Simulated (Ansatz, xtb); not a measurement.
Relative energy of two isomers of BHOSe

Structure a: `O=B[SeH]`, a singlet. Structure b: `OB=[Se]`, a singlet. Both are isolated molecules in the gas phase, relaxed with B3LYP-D4/def2-TZVP; the shapes shown needn't be the lowest conformers.

a (Å):

```xyz
4

B    -0.8418   -1.1370   -3.0732
O    -1.2627   -0.0999   -3.5190
Se   -0.1474   -2.7473   -2.3110
H    -0.6761   -3.5502   -3.4274
```

b (Å):

```xyz
4

B    -0.7436   -1.7828   -3.4388
O    -0.0470   -2.1470   -2.3870
Se   -1.6137   -1.2878   -4.8804
H    -0.5044   -2.3792   -1.5716
```

Quicker runs give these differences E(b) − E(a): GFN2-xTB +2.07 kJ/mol; HF/STO-3G +40.66 kJ/mol (at GFN2-xTB geometries); r2SCAN-D4/def2-SVP −5.90 kJ/mol (at GFN2-xTB geometries).

Task: Which of the two would you expect CCSD(T)/def2-TZVPP electronic energies to favour?

Result: Too close to call at this level: CCSD(T)/def2-TZVPP gives E(b) − E(a) = −5.14 kJ/mol.

The same difference at several levels:

```
             level            geometry  E(b) − E(a) (kJ/mol)  departure from the last row (kJ/mol)  job, with rough time for the two
          GFN2-xTB            GFN2-xTB                   +2.07                                 +7.21              optimisation, 0.12 s
         HF/STO-3G            GFN2-xTB                  +40.66                                +45.80               single point, 0.2 s
r2SCAN-D4/def2-SVP            GFN2-xTB                   −5.90                                 −0.76               single point, 1.6 s
B3LYP-D4/def2-TZVP  B3LYP-D4/def2-TZVP                   −5.25                                 −0.12                optimisation, 18 s
     HF/def2-TZVPP  B3LYP-D4/def2-TZVP                  −21.90                                −16.76           part of the CCSD(T) run
    MP2/def2-TZVPP  B3LYP-D4/def2-TZVP                   −5.48                                 −0.34           part of the CCSD(T) run
CCSD(T)/def2-TZVPP  B3LYP-D4/def2-TZVP                   −5.14                                                      single point, 11 s
```

As drawn, b has 1 B–O, 1 B=Se, 1 O–H in place of 1 B=O, 1 B–Se, 1 Se–H.

HF/STO-3G puts the two in the other order. GFN2-xTB finds them nearly level. The largest departure from CCSD(T)/def2-TZVPP is that of HF/STO-3G, 45.80 kJ/mol.

With harmonic frequencies from B3LYP-D4/def2-TZVP (ideal gas, rigid rotor, one conformer each, 298.15 K, 1 atm): the zero-point term adds +7.75 kJ/mol; ΔH is +2.22 and ΔG +4.40 kJ/mol.

The correlated steps freeze 11 core orbitals; the filled d shell of Se is correlated, in a basis made for valence electrons. Run with Ansatz 0.2.0, xtb 6.7.1; the last row on 2 threads of Arm Neoverse V1 on a shared host.
